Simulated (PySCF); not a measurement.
Radial density of Yb⁵⁵⁺ (ytterbium, charge +55)

r2SCANh, [Ne] 3s2 3p3, high-spin 4S determinant. Calculation: PySCF 2.14, in an even-tempered Gaussian basis (16 s from 14 bohr⁻², ratio 2.5; 10 p from 18 bohr⁻², ratio 2.5; 4 d from 72 bohr⁻², ratio 2.7; 4 f from 110 bohr⁻², ratio 2.7); the non-relativistic Hamiltonian (point nucleus).

```
r (bohr)  4πr²ρ (e/bohr)  4πr²(ρα − ρβ)
0.000355          0.3698         0.0000
0.000597           1.011         0.0000
 0.00100           2.703         0.0001
 0.00169           6.949         0.0006
 0.00284           16.73         0.0034
 0.00478           36.12         0.0206
 0.00804           64.99         0.1250
  0.0135           87.50         0.6665
  0.0227           82.14         2.6975
  0.0382           83.28         6.4488
  0.0643           107.9         4.3856
   0.108           52.71         1.4394
   0.182           34.29        18.7034
   0.306           9.409         5.1535
   0.515          0.1092         0.0493
```

A non-relativistic calculation at this Z misses sizeable relativistic shifts. Spin-orbit coupling, which splits the p, d and f shells strongly at this Z, is absent. Spin-orbit coupling is strong in this species (close to jj coupling), so the high-spin LS determinant is a model state, not a physical level.
